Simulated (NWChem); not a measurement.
System: C$_{2}$H$_{7}$N$_{2}$, doublet; SMILES [CH](CN)N

Input file for NWChem:

```
start job
memory heap 200 mb stack 700 mb global 900 mb
geometry units angstroms noautosym nocenter noautoz
  N     -0.542677    -1.452020    -0.081327
  C      0.544721    -0.713059     0.358123
  C      0.646436     0.674156    -0.175138
  N     -0.629813     1.362632    -0.016634
  H     -1.359198    -0.858290    -0.219021
  H     -0.756500    -2.287192     0.452125
  H      1.456578    -1.267198     0.600393
  H      1.510632     1.180856     0.301239
  H      0.866102     0.663383    -1.266053
  H     -0.783521     1.589147     0.964794
  H     -0.638395     2.239726    -0.531674
end
basis spherical
  * library 6-311++g**
end
dft
  odft
  mult 2
  xc m06-2x
  iterations 150
end
cosmo
  do_cosmo_smd true
  solvent water
end
task dft energy
```

Geometry: optimised at PBE0/def2-SVP, spin-unrestricted. No stability test was run on the SCF state. Solvent: water.

Solvent water, SMD (1 M gas to 1 M solution), gas-phase geometry. Reactions with the solvent are ignored.

Task: What results follow from this input? (M06-2X/6-311++G** (spherical d), spin-unrestricted, SMD on the gas-phase geometry.) Quantities: basis functions; solvation free energy (kcal/mol); cavity-dispersion-structure term (kcal/mol); dipole in solution (D).

Result: 
| Quantity | Result |
|---|---|
| number of basis functions | 137 |
| solvation free energy (kcal/mol) | -5.1 |
| cavity-dispersion-structure term (kcal/mol) | 2.3 |
| dipole in solution (D) | 1.46 |
